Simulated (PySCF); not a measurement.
Cl3Sb, SMILES [Cl][Sb]([Cl])[Cl] (connectivity only; charge and spin as stated), charge +1, multiplicity 2. Geometry optimised at r2SCAN-D4/def2-SVP. The multiplicity is an assumed one; other spin states were not compared. The isomer is the one that the SMILES or the coordinates give; other isomers of the formula were not compared. The def2 effective core potentials stand for the cores of Sb; spin–orbit coupling is left out.

These are r2SCAN-D4/def2-SVP (PySCF) values and carry that method's errors.

Harmonic wavenumbers (cm⁻¹): 108, 108, 118, 360, 386, 386. Rotational constants (GHz): 1.755, 1.755, 1.029; symmetry number 3.

Work out the zero-point energy and the ideal-gas rigid-rotor harmonic-oscillator thermochemistry at 298.15 K and 1 atm.

ZPE = ½ Σ hcν = ½ × 1464 cm⁻¹ = 2.09 kcal/mol. H − E(el) = 6.43 kcal/mol. Entropy in cal/(mol K): translation 42.18, rotation 26.82, vibration 12.92, spin 1.38, total 83.30. G − E(el) = -18.40 kcal/mol. Cp = 18.33 cal/(mol K). Modes under 150 cm⁻¹ make the vibrational entropy uncertain.
